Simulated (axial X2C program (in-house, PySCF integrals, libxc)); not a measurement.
# Photoelectron levels of PtH⁻ by EOM-IP-CCSD

Computed with an axial X2C code built on PySCF integrals: two-component X2C with atomic mean-field Coulomb and Gaunt terms, Gaussian nuclei, basis Pt dyall-acv3z, H dyall-av3z with contracted cores.

R = 1.515 Å (near the PBE0 minimum at charge -1 of the determinant lowest at the starting distance; the state shown can have its own minimum elsewhere).

Hartree–Fock spinors of PtH⁻ (one of each Kramers pair; a window near the gap, which can cut inner shells):

```csv
ω,occupied,ε (eV),character
1/2,yes,-7.61,"46% Pt d, 40% H s, 6% Pt s"
3/2,yes,-5.06,97% Pt d
1/2,yes,-4.85,"83% Pt d, 8% H s, 3% Pt s"
3/2,yes,-3.68,"96% Pt d, 2% H p"
5/2,yes,-3.23,99% Pt d
1/2,yes,-1.25,"48% Pt s, 29% Pt d, 17% H s"
1/2,no,2.21,"96% Pt p, 2% Pt s"
3/2,no,2.34,100% Pt p
1/2,no,2.34,100% Pt p
1/2,no,3.20,"90% Pt s, 4% H s, 4% Pt p"
1/2,no,4.62,"64% H s, 20% Pt p, 9% Pt s"
1/2,no,5.30,"86% Pt p, 6% Pt d, 4% H s"
```

Vertical detachment energies of PtH⁻ to the states of PtH:

```tsv
Ω of PtH	vertical detachment energy (eV)	above lowest (cm⁻¹)	ionised spinor	one-hole weight
1/2	1.843	0	45% Pt sσ, 26% Pt dσ, 15% H sσ	0.95
5/2	1.886	348	99% Pt dδ	0.91
```

(1) How far does the lowest EOM-IP-CCSD energy lie from the Koopmans value −ε of the highest filled spinor?

This point took 16 s on 1 thread of Intel(R) Xeon(R) Platinum 8488C (Sapphire Rapids) (shared host).

Reference electrons by ω block (each with its −ω partner): 1/2: 22, 3/2: 12, 5/2: 5, 7/2: 1. 12 electrons of PtH⁻ correlated (inner shells frozen), 94 natural virtual spinors (a truncated set); levels can be off by some tenths of an eV. Roots sought by Ω: (1/2: 4, 3/2: 3, 5/2: 1); rows need 60 % one-particle weight and stop where some Ω has no more roots. Missing are any skipped roots, higher Ω and states of a further excitation; these come out far too high here and may in truth be low or lowest. T1 of the reference 0.034 (Lee–Taylor). Number of frozen shells: Pt 5 s, 4 p, 2 d, 1 f; H none. Large amplitudes in the reference (orbital relaxation or multireference character) lower the reliability.

Answers

(1) 1.843 eV against 1.25 eV, a shift of 0.59 eV: relaxation of the final state lowers the energy and the loss of correlation raises it.
